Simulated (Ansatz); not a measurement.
Cartesian coordinates in Å:
```
N -0.748 -0.418 -2.022
Si -1.560 -0.723 -0.517
N -0.431 -0.491 0.752
Si 0.652 0.841 0.980
N 2.078 0.209 1.677
O 0.754 1.574 -0.481
H -0.077 -1.096 -2.355
H -1.311 -0.085 -2.791
H -2.097 -2.104 -0.358
H -2.696 0.237 -0.540
H -0.447 -1.173 1.496
H 0.197 1.865 1.951
H 2.617 -0.502 1.208
H 2.671 0.815 2.221
H 0.398 1.052 -1.219
```

Charge 0, multiplicity 1.

(1) List the PBE/def2-TZVPP orbital energies in eV (Ansatz 0.2.0). (Best estimate.)

Results:

(1) Computed: Occupied: -1779.86, -1779.71, -509.40, -380.38, -379.78, -379.71, -137.51, -137.29, -94.26, -94.25, -94.23, -94.06, -94.02, -94.01, -24.25, -21.50, -20.98, -20.43, -13.55, -13.05, -12.41, -11.96, -11.67, -10.89, -9.91, -9.22, -8.56, -8.20, -7.99, -7.09, -6.60, -6.19, -5.99. Lowest empty: -0.29, 0.06, 0.48, 1.13, 1.23, 1.48, 1.62, 1.81.
